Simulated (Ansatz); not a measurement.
Relaxation of ClH4OSi2 (8 atoms, charge 1, multiplicity 1), to a largest force component of 0.015 eV/Å in at most 40 steps.

Method: Ansatz 0.2.0, RKS B3LYP/def2-SVP.

```xyz
8
Properties=species:S:1:pos:R:3:forces:R:3
O -0.552 1.520 -1.225 -0.28 0.26 -0.39
Si -0.742 0.019 -0.750 0.82 0.71 0.50
Si 0.684 -0.692 0.991 -0.03 -0.70 0.28
Cl -2.166 -0.752 -1.835 -0.85 -0.86 -0.47
H -0.018 2.291 -1.032 0.35 0.37 0.19
H 1.424 -1.831 0.436 0.13 -0.23 -0.20
H -0.215 -1.090 2.080 -0.26 -0.05 0.19
H 1.540 0.441 1.333 0.12 0.50 -0.11
```

Where does it end, and by what steps?

The run converged. Limits of this set-up: the dipole of an ion depends on the origin. After 7 steps the energy has fallen by 0.184 eV; Cl4 moved furthest, 0.28 Å.

| step | energy less start (eV) | largest force component (eV/Å) | accepted |
| --- | --- | --- | --- |
| 0 | 0.0000 | 0.856 | yes |
| 1 | -0.1186 | 0.441 | yes |
| 2 | -0.1563 | 0.159 | yes |
| 3 | -0.1644 | 0.139 | yes |
| 4 | -0.1599 | 0.428 | no |
| 5 | -0.1817 | 0.110 | yes |
| 6 | -0.1838 | 0.044 | yes |
| 7 | -0.1839 | 0.009 | yes |

```xyz
8
Properties=species:S:1:pos:R:3
O -0.611 1.648 -1.339
Si -0.659 0.163 -0.734
Si 0.694 -0.743 1.023
Cl -2.058 -0.931 -1.647
H -0.041 2.396 -1.100
H 1.364 -1.883 0.354
H -0.315 -1.123 2.040
H 1.582 0.381 1.401
```

Whether the end is a true minimum wasn't checked by a vibrational analysis.

The run took 31 s on 1 thread of Arm Neoverse V2, on a shared host, peak memory 0.19 GiB.
